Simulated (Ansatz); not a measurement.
`Cl[SiH2]CBr` → `[CH2]` (triplet) + `Cl[SiH2]Br` at 400 K and 1 bar (formal loss of a carbene).

Gas-phase electronic energies from Ansatz, PBE0-D4/def2-TZVP geometries. CBS: MP2 limit from def2 TZ/QZ plus the TZ coupled-cluster correction, frozen cores. This one scheme is used for every species. Triplets are unrestricted, without spin–orbit coupling. For Br outer-core shells are correlated without core-valence functions, which leaves a few kJ/mol of doubt a bond. Scalar relativity is left out up to krypton. Each species was taken in one conformer, which may not be the lowest.

```tsv
species	CCSD(T)/CBS energy (Eh)	H − E (kJ/mol)	S (J/(mol·K))
`Cl[SiH2]CBr`	-3362.68722	150.2	369.3
`[CH2]` (triplet)	-39.09499	59.0	205.7
`Cl[SiH2]Br`	-3323.46904	73.3	324.7
```

H − E and S are ideal-gas, rigid-rotor, harmonic terms from PBE0-D4/def2-TZVP, for one conformer and one mirror image of each species, with the whole ground term of open shells counted as degenerate. 1 Eh = 2625.50 kJ/mol, R = 8.31446 J/(mol·K).

**Question.** By hand: ΔE, ΔH, ΔS and ΔG.

**Answer.** ΔE = (-39.09499) + (-3323.46904) − (-3362.68722) = 0.12319 Eh = 323.4 kJ/mol. Δ(H − E) = 59.0 + 73.3 − 150.2 = -17.9, so ΔH = 305.5 kJ/mol. ΔS = 205.7 + 324.7 − 369.3 = 161.1 J/(mol·K). ΔG = 305.5 − 400 × (161.1)/1000 = 241.1 kJ/mol.

**Question.** By hand: the equilibrium constant, and the temperature at which ΔG would vanish if ΔH and ΔS stayed fixed.

**Answer.** log₁₀ K = −ΔG/(RT ln 10) = -31.5. ΔG = 0 at ΔH/ΔS = 1896 K.

The number of gas molecules changes by +1, which sets the sign of ΔS. A doubt of 5 kJ/mol in ΔE shifts log₁₀ K by 0.7 here. Other conformers and mirror images would add mixing entropy, several J/(mol·K) or more a flexible species. A triplet takes part, so the spin changes. These are equilibria of isolated gas molecules and say nothing of rates. Largest T1 diagnostic: 0.011 (customary marks: 0.02 for closed shells, 0.045 for open ones).
